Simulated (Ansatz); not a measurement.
Computed with Ansatz on PBE0-D4/def2-TZVP structures; ΔE is electronic, products minus reactants. CCSD(T)/CBS is the MP2 limit (def2-TZVPP, def2-QZVPP) plus CCSD(T) − MP2 in def2-TZVPP, frozen cores. This one scheme is used for every species. DFT in def2-TZVPP. B3LYP here is the variant with VWN-RPA as its local correlation; programs differ in this. One conformer a species, not always the lowest.

Reaction (cleavage of the B–Si bond): `N[SiH](F)BCl` + `N=C=O` → `O=C=NBCl` + `N[SiH2]F`

```tsv
level	ΔE (kJ/mol)	difference from CCSD(T)/CBS
PBE-D4	-126.1	6.2
r2SCAN-D4	-136.0	-3.7
PBE0-D4	-130.6	1.7
ωB97M-V	-137.0	-4.7
PBE	-128.8	3.5
r2SCAN	-136.7	-4.4
PBE0	-133.1	-0.8
B3LYP	-141.7	-9.4
MP2/def2-TZVPP	-144.0	-11.7
CCSD/def2-TZVPP	-135.8	-3.5
CCSD(T)/def2-TZVPP	-134.6	-2.3
HF/def2-QZVPP	-152.4	-20.1
MP2/def2-QZVPP	-142.8	-10.5
HF/CBS(def2)	-152.4	-20.1
MP2/CBS(def2)	-141.6	-9.3
CCSD/CBS(def2)	-133.5	-1.2
CCSD(T)/CBS	-132.3	0
```

Largest T1 diagnostic among the species: 0.018.

In def2-TZVPP, CCSD(T) changes the Hartree–Fock value by +17.2 kJ/mol (the triples alone add +1.2 kJ/mol) and MP2 by +7.8 kJ/mol. From PBE to PBE0 (25 % exact exchange), in def2-TZVPP and without D4, ΔE moves by −4.3 kJ/mol. The D4 term adds +4.4 kJ/mol with B3LYP and +2.5 kJ/mol with PBE0; it sums over pairs of atoms, weighted by their polarisabilities, and B3LYP, whose exchange is more repulsive, gets the larger term.
